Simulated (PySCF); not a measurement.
A structure optimised at PBE0-D3(BJ)/def2-SVP, used in a PySCF frequency run:

```
C
C 1 1.3375
F 2 1.3524 1 119.52
H 1 1.0955 2 116.58 3 -179.75
C 1 1.4947 4 117.95 2 -178.94
H 5 1.1000 1 109.19 4 -178.38
H 5 1.1049 6 106.51 1 -117.09
C 5 1.5258 6 110.40 7 -118.39
H 8 1.1004 5 111.03 6 59.20
H 8 1.1006 9 107.95 5 121.95
H 8 1.1016 9 107.65 10 115.84
Si 2 1.8802 1 126.47 4 0.41
H 12 1.4921 2 107.99 1 -0.28
H 12 1.4931 13 110.04 4 120.31
H 12 1.4931 13 110.04 14 119.40
```
Charge 0, spin multiplicity 1.

**Question.** Write its SMILES and formula.

**Answer.** CC/C=C(\F)[SiH3], C4H9FSi

**Question.** What are its rotational constants (standard atomic weights)?

**Answer.** 5.9008, 1.3121, 1.1539 GHz
